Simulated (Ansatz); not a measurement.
Species: ZrH4S, charge 0, singlet. ZrH4S (SMILES [SH][ZrH3]).
B3LYP-D3(BJ)/def2-TZVP minimum from Ansatz (a quantum-chemistry and plane-wave program):
```
Zr
H 1 1.8482
H 1 1.8482 2 109.02
H 1 1.8518 2 111.39 3 -123.33
S 1 2.4228 2 108.09 3 117.27
H 5 1.3548 1 86.83 2 121.07
```

Total energies in hartree (Ansatz). Radicals and triplets start from unrestricted determinants; spin-orbit coupling is neglected. Cores are frozen in correlated methods (noble-gas shells, and filled d and f shells in the p block). Past Kr the def2 sets carry scalar-relativistic core potentials. For partners of very few electrons the exact lower level stands in for a higher one.

```tsv
species	HF/def2-TZVPP	CCSD(T)/def2-TZVPP	HF/def2-QZVPP	CCSD(T)/def2-QZVPP	CCSDT(Q)/def2-TZVPP
1: ZrH4S (SMILES [SH][ZrH3])	-446.39683	-446.76037	-446.41304	-446.79640	-446.76226
2: Zr (triplet)	-46.44455	-46.50457	-46.44570	-46.50722	-46.50583
3: H (doublet)	-0.49981	-0.49981	-0.49998	-0.49998	-0.49981
4: S (triplet)	-397.50200	-397.64674	-397.51300	-397.66869	-397.64766
```

Q: Work out the atomisation energy (electronic, to ground-state atoms) in kcal/mol: take Hartree-Fock from def2-QZVPP, extrapolate the CCSD(T) correlation energy as X^-3 (X = 3, 4), and add CCSDT(Q) - CCSD(T) in def2-TZVPP. 1 hartree = 627.51 kcal/mol.

A: 
Species 1: correlation (64·(-0.38336) - 27·(-0.36354))/37 = -0.39782; step -0.00189; E1 = -446.41304 + (-0.39782) + (-0.00189) = -446.81275
Species 2: correlation (64·(-0.06152) - 27·(-0.06002))/37 = -0.06261; step -0.00126; E2 = -46.44570 + (-0.06261) + (-0.00126) = -46.50957
Species 3: correlation (64·(0.00000) - 27·(0.00000))/37 = 0.00000; step +0.00000; E3 = -0.49998 + (0.00000) + (+0.00000) = -0.49998
Species 4: correlation (64·(-0.15569) - 27·(-0.14474))/37 = -0.16368; step -0.00092; E4 = -397.51300 + (-0.16368) + (-0.00092) = -397.67760
-1·E1 +1·E2 +4·E3 +1·E4 = 0.62566 hartree = 392.6 kcal/mol.
